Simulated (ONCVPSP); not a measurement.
Pb (Z = 82), ONCV: configuration errors across variants

- Element: Pb (Z = 82)
- Generator: ONCVPSP 4.0.1
- Type: optimised norm-conserving Vanderbilt (ONCV)
- Functional: LDA (Perdew-Zunger)
- Relativity: fully relativistic
- Frozen core: [Kr] 4d10 4f14
- Valence charge: 22
- Reference configuration: 5s2 5p6 5d10 6s2 6p1.5 (charge +0.5)
- Partial waves: 5s+6s: rc 1.10 bohr, ncon 3, nbas 7, qcut 9.3 1/bohr, 2 projectors; 5p+6p: rc 1.65 bohr, ncon 4, nbas 7, qcut 10.2 1/bohr, 2 projectors; 5d: rc 1.80 bohr, ncon 4, nbas 9, qcut 9.2 1/bohr, 2 projectors, debl 1.3 Ha
- Local potential: polynomial inside 1.05 bohr (lpopt 5, dvloc0 0 Ha)
- Core correction: polynomial model core, fcfact 0.25

Open shells are filled in proportion to 2j + 1.

All-electron excitation energies from the reference (eV): (1) 5s2 5p6 5d10 6s2 6p2 -2.669; (2) 5s2 5p6 5d10 6s2 6p1 4.289; (3) 5s2 5p6 5d10 6s2 6p0 18.213; (4) 5s1 5p6 5d10 6s2 6p2 149.217.

1 further variants failed, have other tests or too few solved ones, and are left out.

A true bound ghost makes a file unfit for plane-wave use even where its test errors are small: the radial tests pick states by their node count and pass the ghost by.

Errors AE − PS in meV (a dash: test not solved or not reliable):

```csv
change,(1),(2),(3),(4),bound ghosts,GHOST(+) flags above zero
base,-0.1,+0.1,-0.1,-55,none,s
"core correction polynomial model core, fcfact 0.5",-0.1,+0.1,-0.1,-57,none,s
d: qcut 10.9,-0.1,+0.1,-0.1,-42,none,s
"local potential polynomial inside 0.70 bohr (lpopt 5, dvloc0 0 Ha)",-0.1,+0.1,-0.4,-26,s,"p3/2, p1/2"
s: nbas 6,-0.1,+0.1,-0.1,-51,none,s
```

Problem. Give the same row for: s: rc 1.46.

Solution. -0.1, +0.1, +0.1, -310; bound ghosts: none; GHOST(+) flags above zero: s.
